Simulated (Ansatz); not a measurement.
System: BHF, charge 0, doublet. BHF (SMILES F[BH], doublet).
B3LYP-D3(BJ)/def2-TZVP minimum from Ansatz (a quantum-chemistry and plane-wave program):
```xyz
3

B     -0.6180     0.4147     0.0242
F      0.5272    -0.2094    -0.0070
H     -1.6550    -0.1892    -0.0583
```
Charge 0, spin multiplicity 2.

Hartree-Fock and MP2 correlation energies in hartree (Ansatz). Radicals and triplets start from unrestricted determinants; spin-orbit coupling is neglected. Correlated methods leave the cores frozen. No relativity.

| basis | X | E(HF) | E(corr, MP2) |
|---|---|---|---|
| cc-pVTZ | 3 | -124.73265 | -0.32778 |
| cc-pVQZ | 4 | -124.74296 | -0.35646 |
| cc-pV5Z | 5 | -124.74556 | withheld |

Task: Fit E(corr) = E∞ + A/X³ to X = 3 and 4, predict X = 5, and compare with the run.

Result: A = (-0.32778 - (-0.35646))/(1/27 - 1/64) = 1.3394; E∞ = -0.35646 - A/64 = -0.37739; at X = 5, E∞ + A/125 = -0.36667. The run gave -0.36833, 1.66 mEh below the prediction. The same form on X = 4 and 5 gives E∞ = -0.38078, 3.40 mEh below the first estimate.
